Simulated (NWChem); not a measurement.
Program: NWChem. System: selenium dioxide (O₂Se), charge 0, spin multiplicity 1, at a geometry optimised with PBE0/def2-SVP. Level: B3LYP/def2-TZVP, VWN1-RPA local correlation.

Input file:

```
start mol
memory heap 200 mb stack 900 mb global 1100 mb
geometry units angstroms nocenter noautoz
  O      1.352331     0.000000     0.585188
  Se     0.000000     0.000000    -0.275383
  O     -1.352331     0.000000     0.585188
  symmetry group C2v
end
basis spherical
  * library def2-tzvp
end
dft
  xc b3lyp
  semidirect memsize 60000000 filesize 0
  iterations 100
end
task dft energy
```

Output (cleaned and shortened):

```
             Northwest Computational Chemistry Package (NWChem) 7.3.0
             --------------------------------------------------------

                                NWChem Input Module
                                -------------------

 Scaling coordinates for geometry "geometry" by  1.889725989
 (inverse scale =  0.529177249)

 Turning off AUTOSYM since
 SYMMETRY directive was detected!

                             Geometry "geometry" -> ""
                             -------------------------

 Output coordinates in angstroms (scale by  1.889725989 to convert to a.u.)

  No.       Tag          Charge          X              Y              Z
 ---- ---------------- ---------- -------------- -------------- --------------
    1 O                    8.0000     1.35233100     0.00000000     0.58518800
    2 Se                  34.0000     0.00000000     0.00000000    -0.27538300
    3 O                    8.0000    -1.35233100     0.00000000     0.58518800

 Effective nuclear repulsion energy (a.u.)     192.1133326348

            Nuclear Dipole moment (a.u.)
            ----------------------------
        X                 Y               Z
 ---------------- ---------------- ----------------
     0.0000000000     0.0000000000    -0.0000264562

      Symmetry information
      --------------------

 Group name             C2v
 Group number             16
 Group order               4
 No. of unique centers     2

      Symmetry unique atoms

     1    2


 Summary of "ao basis" -> "" (spherical)
 ------------------------------------------------------------------------------
       Tag                 Description            Shells   Functions and Types
 ---------------- ------------------------------  ------  ---------------------
 *                         def2-tzvp                  on all atoms

                                 NWChem DFT Module
                                 -----------------

 Summary of "ao basis" -> "ao basis" (spherical)
 ------------------------------------------------------------------------------
       Tag                 Description            Shells   Functions and Types
 ---------------- ------------------------------  ------  ---------------------
 O                         def2-tzvp                11       31   5s3p2d1f
 Se                        def2-tzvp                16       48   6s5p4d1f

 Summary of "ao basis" -> "ao basis" (spherical)
 ------------------------------------------------------------------------------
       Tag                 Description            Shells   Functions and Types
 ---------------- ------------------------------  ------  ---------------------
 O                         def2-tzvp                11       31   5s3p2d1f
 Se                        def2-tzvp                16       48   6s5p4d1f

      Symmetry analysis of basis
      --------------------------

        a1         42
        a2         15
        b1         32
        b2         21

            General Information
            -------------------
          SCF calculation type: DFT
          Wavefunction type:  closed shell.
          No. of atoms     :     3
          No. of electrons :    50
           Alpha electrons :    25
            Beta electrons :    25
          Charge           :     0
          Spin multiplicity:     1
          Use of symmetry is: on ; symmetry adaption is: on
          Maximum number of iterations: 100
          AO basis - number of functions:   110
                     number of shells:    38
          Convergence on energy requested:  1.00D-06
          Convergence on density requested:  1.00D-05
          Convergence on gradient requested:  5.00D-04

              XC Information
              --------------
                         B3LYP Method XC Potential
                     Hartree-Fock (Exact) Exchange  0.200
                        Slater Exchange Functional  0.800 local
                    Becke 1988 Exchange Functional  0.720 non-local
              Lee-Yang-Parr Correlation Functional  0.810
                  VWN I RPA Correlation Functional  0.190 local

             Grid Information
             ----------------
          Grid used for XC integration:  medium
          Radial quadrature: Mura-Knowles
          Angular quadrature: Lebedev.
          Tag              B.-S. Rad. Rad. Pts. Rad. Cut. Ang. Pts.
          ---              ---------- --------- --------- ---------
          O                   0.60       49           8.0       434
          Se                  1.15      112           7.0       590
          Grid pruning is: on
          Number of quadrature shells:   161
          Spatial weights used:  Erf1

          Convergence Information
          -----------------------
          Convergence aids based upon iterative change in
          total energy or number of iterations.
          Levelshifting, if invoked, occurs when the
          HOMO/LUMO gap drops below (HL_TOL):  1.00D-02
          DIIS, if invoked, will attempt to extrapolate
          using up to (NFOCK): 10 stored Fock matrices.

                    Damping( 0%)  Levelshifting(0.5)       DIIS
                  --------------- ------------------- ---------------
          dE  on:    start            ASAP                start
          dE off:    2 iters        100 iters           100 iters

      Screening Tolerance Information
      -------------------------------
          Density screening/tol_rho:  1.00D-10
          AO Gaussian exp screening on grid/accAOfunc:  14
          CD Gaussian exp screening on grid/accCDfunc:  20
          XC Gaussian exp screening on grid/accXCfunc:  20
          Schwarz screening/accCoul:  1.00D-08

      Superposition of Atomic Density Guess
      -------------------------------------

 Sum of atomic energies:       -2549.37514106

      Non-variational initial energy
      ------------------------------

 Total energy =   -2549.849754
 1-e energy   =   -3932.924916
 2-e energy   =    1190.961829
 HOMO         =      -0.348193
 LUMO         =      -0.139362

      Symmetry analysis of molecular orbitals - initial
      -------------------------------------------------

  Numbering of irreducible representations:

     1 a1          2 a2          3 b1          4 b2

  Orbital symmetries:

     1 a1          2 a1          3 b1          4 a1          5 b2
     6 b1          7 a1          8 a1          9 b1         10 a1
    11 b2         12 b1         13 a1         14 a2         15 a1
    16 b2         17 a1         18 b1         19 a1         20 b1
    21 b2         22 a1         23 a2         24 b1         25 a1
    26 b2         27 a1         28 b1         29 b2         30 a1
    31 b1         32 b2         33 a1         34 a1         35 a2

------------------------------------------------------------
EAF file 0: "./mol.aoints.0" size=524288 bytes
------------------------------------------------------------
               write      read    awrite     aread      wait
               -----      ----    ------     -----      ----
     calls:        1         0         0         0         0
   data(b): 5.24e+05  0.00e+00  0.00e+00  0.00e+00
   time(s): 0.00e+00  0.00e+00  0.00e+00  0.00e+00  0.00e+00
rate(mb/s): 0.00e+00  0.00e+00
------------------------------------------------------------

   convergence    iter        energy       DeltaE   RMS-Dens  Diis-err    time
 ---------------- ----- ----------------- --------- --------- ---------  ------
 d= 0,ls=0.0,diis     1  -2551.8606038809 -2.74D+03  1.63D-02  1.71D+00     3.5
 d= 0,ls=0.0,diis     2  -2551.2936453204  5.67D-01  1.06D-02  7.18D+00     3.7
 d= 0,ls=0.0,diis     3  -2552.0303775410 -7.37D-01  1.39D-03  7.58D-02     3.9
 d= 0,ls=0.0,diis     4  -2552.0352565766 -4.88D-03  4.65D-04  4.42D-03     4.1
 d= 0,ls=0.0,diis     5  -2552.0357077492 -4.51D-04  6.77D-05  3.50D-04     4.2
  Resetting Diis
 d= 0,ls=0.0,diis     6  -2552.0357304318 -2.27D-05  9.03D-06  4.48D-06     4.4
 d= 0,ls=0.0,diis     7  -2552.0357306644 -2.33D-07  8.47D-06  4.10D-07     4.6

         Total DFT energy =    -2552.035730664384
      One electron energy =    -3930.349090963220
           Coulomb energy =     1290.539834618264
    Exchange-Corr. energy =     -104.339806954267
 Nuclear repulsion energy =      192.113332634840

 Numeric. integr. density =       50.000008464594

     Total iterative time =      3.3s

                  Occupations of the irreducible representations
                  ----------------------------------------------

                     irrep           alpha         beta
                     --------     --------     --------
                     a1               12.0         12.0
                     a2                2.0          2.0
                     b1                7.0          7.0
                     b2                4.0          4.0

                       DFT Final Molecular Orbital Analysis
                       ------------------------------------

 Vector   23  Occ=2.000000D+00  E=-3.505672D-01  Symmetry=a2
              MO Center=  1.9D-14, -1.4D-13,  5.3D-01, r^2= 2.4D+00
   Bfn.  Coefficient  Atom+Function         Bfn.  Coefficient  Atom+Function
  ----- ------------  ---------------      ----- ------------  ---------------
     7      0.331371  1 O  py                86     -0.331371  3 O  py
    10      0.275837  1 O  py                89     -0.275837  3 O  py
    13      0.196861  1 O  py                92     -0.196861  3 O  py
    68      0.077120  2 Se d -2              53     -0.069351  2 Se d -2
    63      0.059136  2 Se d -2              74      0.030463  2 Se f -2

 Vector   24  Occ=2.000000D+00  E=-3.414727D-01  Symmetry=b1
              MO Center= -2.3D-13,  2.1D-14,  4.9D-01, r^2= 2.5D+00
   Bfn.  Coefficient  Atom+Function         Bfn.  Coefficient  Atom+Function
  ----- ------------  ---------------      ----- ------------  ---------------
     6      0.265719  1 O  px                85      0.265719  3 O  px
     9      0.218247  1 O  px                88      0.218247  3 O  px
     8     -0.216333  1 O  pz                87      0.216333  3 O  pz
    11     -0.181724  1 O  pz                90      0.181724  3 O  pz
    12      0.151922  1 O  px                91      0.151922  3 O  px

 Vector   25  Occ=2.000000D+00  E=-3.264982D-01  Symmetry=a1
              MO Center=  2.5D-13, -4.6D-16,  3.2D-01, r^2= 2.5D+00
   Bfn.  Coefficient  Atom+Function         Bfn.  Coefficient  Atom+Function
  ----- ------------  ---------------      ----- ------------  ---------------
    37      0.359955  2 Se s                  8      0.314212  1 O  pz
    87      0.314212  3 O  pz                11      0.257235  1 O  pz
    90      0.257235  3 O  pz                14      0.191801  1 O  pz
    93      0.191801  3 O  pz                49     -0.178205  2 Se pz
    43      0.133243  2 Se pz                46     -0.131473  2 Se pz

 Vector   26  Occ=0.000000D+00  E=-1.582002D-01  Symmetry=b2
              MO Center=  2.5D-14,  2.3D-16, -2.5D-02, r^2= 2.4D+00
   Bfn.  Coefficient  Atom+Function         Bfn.  Coefficient  Atom+Function
  ----- ------------  ---------------      ----- ------------  ---------------
    48      0.453443  2 Se py                51      0.343313  2 Se py
    42     -0.263534  2 Se py                 7     -0.260544  1 O  py
    86     -0.260544  3 O  py                45      0.249770  2 Se py
    13     -0.229992  1 O  py                92     -0.229992  3 O  py
    10     -0.212614  1 O  py                89     -0.212614  3 O  py

 Vector   27  Occ=0.000000D+00  E=-1.705828D-03  Symmetry=a1
              MO Center=  2.3D-14,  1.9D-16, -1.2D-01, r^2= 3.0D+00
   Bfn.  Coefficient  Atom+Function         Bfn.  Coefficient  Atom+Function
  ----- ------------  ---------------      ----- ------------  ---------------
    37      0.961317  2 Se s                 52      0.814637  2 Se pz
     5     -0.415403  1 O  s                 84     -0.415403  3 O  s
    49      0.352476  2 Se pz                12      0.342013  1 O  px
    91     -0.342013  3 O  px                 6      0.220030  1 O  px
    85     -0.220030  3 O  px                 9      0.192273  1 O  px

 Vector   28  Occ=0.000000D+00  E= 9.851495D-03  Symmetry=b1
              MO Center=  4.8D-14, -7.6D-16, -5.4D-01, r^2= 3.4D+00
   Bfn.  Coefficient  Atom+Function         Bfn.  Coefficient  Atom+Function
  ----- ------------  ---------------      ----- ------------  ---------------
    50      1.219097  2 Se px                 5     -0.704209  1 O  s
    84      0.704209  3 O  s                 47      0.454410  2 Se px
    14      0.290813  1 O  pz                93     -0.290813  3 O  pz
    41     -0.182488  2 Se px                 8      0.176568  1 O  pz
    87     -0.176568  3 O  pz                44      0.162048  2 Se px

 center of mass
 --------------
 x =   0.00000000 y =   0.00000000 z =  -0.05133237

 moments of inertia (a.u.)
 ------------------
          60.200106494952           0.000000000000           0.000000000000
           0.000000000000         269.117921589723           0.000000000000
           0.000000000000           0.000000000000         208.917815094772

     Multipole analysis of the density
     ---------------------------------

     L   x y z        total         alpha         beta         nuclear
     -   - - -        -----         -----         ----         -------
     0   0 0 0     -0.000000    -25.000000    -25.000000     50.000000

     1   1 0 0      0.000000      0.000000      0.000000      0.000000
     1   0 1 0     -0.000000     -0.000000     -0.000000      0.000000
     1   0 0 1     -1.095370     -0.547672     -0.547672     -0.000026

     2   2 0 0    -25.325969    -64.909059    -64.909059    104.492149
     2   1 1 0      0.000000      0.000000      0.000000      0.000000
     2   1 0 1      0.000000      0.000000      0.000000      0.000000
     2   0 2 0    -19.053276     -9.526638     -9.526638      0.000000
     2   0 1 1     -0.000000     -0.000000     -0.000000      0.000000
     2   0 0 2    -21.059171    -24.916577    -24.916577     28.773983

 Task  times  cpu:        4.6s     wall:        4.6s

 Total times  cpu:        4.6s     wall:        4.6s
```
